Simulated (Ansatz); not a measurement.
C2H5ClOSi can be A, `CC1(Cl)O[SiH2]1`, or B, `ClC1C[SiH2]O1`.

Calculated with Ansatz (gas phase, PBE0-D4/def2-TZVP geometries, no zero-point term in ΔE). CCSD(T)/CBS is the MP2 limit (def2-TZVPP, def2-QZVPP) plus CCSD(T) − MP2 in def2-TZVPP, frozen cores. DFT in def2-TZVPP. B3LYP here is the variant with VWN-RPA as its local correlation; programs differ in this.

A:

Z-matrix (Å, degrees):
```
C
C 1 1.495
H 1 1.094 2 109.8
H 1 1.090 2 110.5 3 120.0
H 1 1.092 2 110.0 3 -119.5
Cl 2 1.784 1 111.3 3 -61.3
O 2 1.437 1 114.4 3 66.6
Si 2 1.816 1 128.5 3 137.6
H 8 1.476 2 121.3 1 160.8
H 8 1.479 2 122.4 1 -2.2
```

B:

Z-matrix (Å, degrees):
```
C
C 1 1.542
Si 1 2.267 2 55.0
Cl 1 1.795 2 112.5 3 116.5
O 1 1.410 2 102.7 3 -2.6
H 1 1.090 2 115.5 3 -123.0
H 2 1.090 1 112.7 3 116.0
H 2 1.087 1 113.9 3 -118.2
H 3 1.484 1 124.4 2 97.2
H 3 1.484 1 125.7 2 -94.6
```

(1) Which isomer does CCSD(T)/CBS put lower? Give the gap. (An estimate is asked.)

(2) Give E(B) − E(A) in kJ/mol with PBE0-D4, ωB97M-V, BLYP-D4, PBE-D4, B3LYP-D4, HF/def2-TZVPP, CCSD(T)/def2-SVP. (Estimate.)

(3) Does the order hold for the free energy at 298.15 K (harmonic terms from PBE0-D4)? (Best estimate.)

Largest T1 diagnostic: 0.013.

Results:

(1) Computed: B, by 80.2 kJ/mol.

(2) Ansatz gave: PBE0-D4 -81.0, ωB97M-V -82.7, BLYP-D4 -66.8, PBE-D4 -69.0, B3LYP-D4 -76.7, HF/def2-TZVPP -100.5, CCSD(T)/def2-SVP -76.0. None reverses the order clearly.

(3) Ansatz gave: Yes: G(B) − G(A) = -76.7 kJ/mol.

From PBE to PBE0 (25 % exact exchange), in def2-TZVPP and without D4, E(B) − E(A) moves by −12.0 kJ/mol. Leaving LDA and LC-ωPBE aside and taking each functional with its dispersion term where it has one, the values, not all of them listed here, spread over 22.2 kJ/mol, from BHLYP-D4 to BLYP-D4. LDA lies −4.8 kJ/mol from PBE without D4.
